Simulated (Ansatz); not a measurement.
This geometry of Cl2H2Sn + H2S (8 atoms, charge 0, multiplicity 1) is a first-order saddle point.

Level of theory: RKS PBE-D4/def2-SVP in Ansatz 0.2.0.

```xyz
8
Properties=species:S:1:pos:R:3
Sn 0.103 0.219 0.021
Cl 0.888 -0.610 2.449
H 1.541 -0.488 -0.592
Cl -0.360 1.710 -1.828
H -1.444 -0.477 0.269
S 0.352 2.370 1.607
H 1.633 2.598 1.196
H 0.734 1.184 2.432
```

(1) Which two structures does it join? (They come from a converged band through this point; their orientation in space is the band's.)

(2) How far does it lie above each of them?

## Answers

(1) Bonds broken: Sn1–Cl2, S6–H8. Bonds formed: Sn1–S6, Cl2–H8. Cl2H2Sn + H2S becomes ClH + ClH3SSn.

Image 0:

```xyz
8
Properties=species:S:1:pos:R:3
Sn -0.119 -0.254 -0.085
Cl -0.251 -0.331 2.291
H 1.514 -0.022 -0.554
Cl -1.457 1.554 -0.806
H -0.918 -1.686 -0.617
S 1.477 2.840 1.308
H 2.561 2.223 1.855
H 0.641 2.182 2.162
```

Image 10:

```xyz
8
Properties=species:S:1:pos:R:3
Sn 0.017 0.552 -0.188
Cl 0.903 -0.639 3.032
H 1.463 -0.349 -0.403
Cl -0.459 1.525 -2.304
H -1.419 -0.222 0.339
S 0.418 2.420 1.381
H 1.713 2.566 0.977
H 0.813 0.652 2.719
```

(2) 0.50 eV above the first and 0.37 eV above the second. This is the barrier of this one path; another mechanism may lie lower. The orbitals stay closed-shell, which can raise the energy where a bond breaks towards radicals; this wasn't checked here.

Run time: 6.4 min on 2 threads of Arm Neoverse V1 (shared host), peak memory 0.16 GiB.
